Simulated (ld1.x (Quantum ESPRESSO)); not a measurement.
# Ranking TM potentials for sulfur (S)

All share these settings but for the change named:

- Element: sulfur
- Generator: ld1.x (Quantum ESPRESSO) 7.5
- Type: norm-conserving Troullier–Martins (Kleinman–Bylander form)
- Functional: LDA (PZ)
- Relativity: non-relativistic
- Frozen core: [Ne]
- Valence charge: 6
- Reference configuration: 3s2 3p4
- Partial waves: 3p (bound): rc 1.20 bohr; 3s (bound): rc 1.45 bohr
- Local potential: the s channel
- Core correction: Bessel-smoothed model core inside 0.75 bohr

Test errors are all-electron minus pseudo excitation energies from the reference, over 3s2 3p3; 3s2 3p2; 3s2 3p1; 3s1 3p4; 3s1 3p5; 3s2 3p0; 3s2 3p3.5. None of these files shows a bound ghost.

The base gives 155.5 meV.

Of 9 variants that were run, those that failed, showed a ghost or another fault, or gave nearly equal values are left out.

A variant can come out equal or close to the base, since the largest error may sit in a test that the change hardly touches while other tests move.

Q: Rank these variants by their largest absolute test error, smallest first.
A. wave 3p (bound): rc 1.20 bohr becomes 3p (bound): rc 1.56 bohr
B. wave 3p (bound): rc 1.20 bohr becomes 3p (bound): rc 1.26 bohr
C. wave 3p (bound): rc 1.20 bohr becomes 3p (bound): rc 1.14 bohr
D. wave 3p (bound): rc 1.20 bohr becomes 3p (bound): rc 1.06 bohr

A: D (106.1 meV), C (138.2 meV), B (170.7 meV), A (209.0 meV).
